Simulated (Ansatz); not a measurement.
System: ScF2 (charge 0, doublet). SMILES of the parent species: [F][Sc][F]
Geometry: optimised at B3LYP-D3(BJ)/def2-TZVP (Ansatz, a quantum-chemistry and plane-wave program).

Quantity: size of the dipole moment, in D. Terms: no dispersion term unless named; 6-31G* and kin with 6d, 5d where marked; UHF or UKS for open shells; no spin-orbit coupling; LANL2DZ with its own core potentials from Na on; non-relativistic. Ab initio and DFT rows: single points at B3LYP-D3(BJ) geometries (Ansatz). The spin state of an ion or metal species was assumed, not searched.

```tsv
level	program	size of the dipole moment (D)
B3LYP/STO-3G	Ansatz	1.48
B3LYP/3-21G	Ansatz	1.73
B3LYP/LANL2DZ	Ansatz	4.29
B3LYP/6-31G	Ansatz	2.80
B3LYP/6-31G*	Ansatz	2.38
B3LYP/def2-SVP	Ansatz	3.08
B3LYP/6-31G* with LANL2DZ past Ar	Ansatz	3.46
```

No value to compare with is used here. The 7 habitual levels span 1.48 (B3LYP/STO-3G) to 4.29 D (B3LYP/LANL2DZ).

The sets are all those run for this method; runs whose electronic state is in doubt are left out.
